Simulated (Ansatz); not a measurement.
```yaml
crystal:
  periodic: [false, false, false]
  atoms:
    - {symbol: C, position_ang: [-0.422704, 0.993534, -0.683432]}
    - {symbol: N, position_ang: [0.451283, -0.099717, -0.331798]}
    - {symbol: Ga, position_ang: [0.296967, -1.236250, 1.074449]}
    - {symbol: H, position_ang: [-1.239003, 1.061827, 0.039452]}
    - {symbol: H, position_ang: [-0.875928, 0.863893, -1.674148]}
    - {symbol: H, position_ang: [0.095732, 1.960495, -0.680580]}
    - {symbol: H, position_ang: [1.224653, -0.208336, -0.968957]}
    - {symbol: H, position_ang: [1.397334, -2.334898, 1.210557]}
    - {symbol: H, position_ang: [-0.928323, -1.000558, 2.014448]}
basis:
  gaussian: {orbitals: cc-pVDZ, final_grid: {core_spheres: 20, valence_spheres: 16, degree: 47}}
hamiltonian: {xc: {name: PBEsol}, dispersion: d3bj}
output: {forces: true}
```

```sh
$ ansatz run in.yaml --threads 4 --pin off --events-out ev --progress --plain --max-ram 10444MiB
```

It prints (some lines left out):

```
Functional definition: PBEsol
1104 factors; their error is unknown
mean field evaluation 1: about -54930.2919 eV, gradient 6.5e1 eV
mean field evaluation 2: about -54874.0221 eV, gradient 1.4e2 eV
mean field evaluation 4: about -54939.8921 eV, gradient 1.2e1 eV
mean field evaluation 8: about -54940.2215 eV, gradient 2.8e-1 eV
mean field evaluation 16: about -54940.1943 eV, gradient 1.7e-4 eV
mean field -54940.19427218 eV, -2019.0148997014 hartree, gradient 2.7e-5 eV, S^2 0.000000; 0 other end points of the search recorded, 0 dependent functions left out
reference -54940.19431198 eV, -2019.0149011639 hartree; 25, 25 occupied and 60, 60 virtual orbitals, 1104 factors
Total energy: -54940.24625763 eV, -2019.0168101316 hartree
Atom 0 at    -0.422704     0.993534    -0.683432 Å, force     0.314794    -0.380404     0.111869 eV/Å
Atom 1 at     0.451283    -0.099717    -0.331798 Å, force    -0.500037     0.066009     0.417178 eV/Å
Atom 2 at     0.296967    -1.236250     1.074449 Å, force    -0.010162    -0.131082     0.155854 eV/Å
Atom 3 at    -1.239003     1.061827     0.039452 Å, force    -0.474656     0.039841     0.420513 eV/Å
Atom 4 at    -0.875928     0.863893    -1.674148 Å, force    -0.264912    -0.051964    -0.577362 eV/Å
Atom 5 at     0.095732     1.960495    -0.680580 Å, force     0.285884     0.568494    -0.014085 eV/Å
Atom 6 at     1.224653    -0.208336    -0.968957 Å, force     0.650188    -0.103927    -0.521827 eV/Å
Atom 7 at     1.397334    -2.334898     1.210557 Å, force     0.086446    -0.055184    -0.024044 eV/Å
Atom 8 at    -0.928323    -1.000558     2.014448 Å, force    -0.087544     0.048216     0.031904 eV/Å
Dipole moment:     0.040994     0.175870    -0.234493 e Å
```

Hardware: 4 threads of an Arm Neoverse V1 on a shared host. Wall time 1.4 s, peak host memory 0.37 GiB.
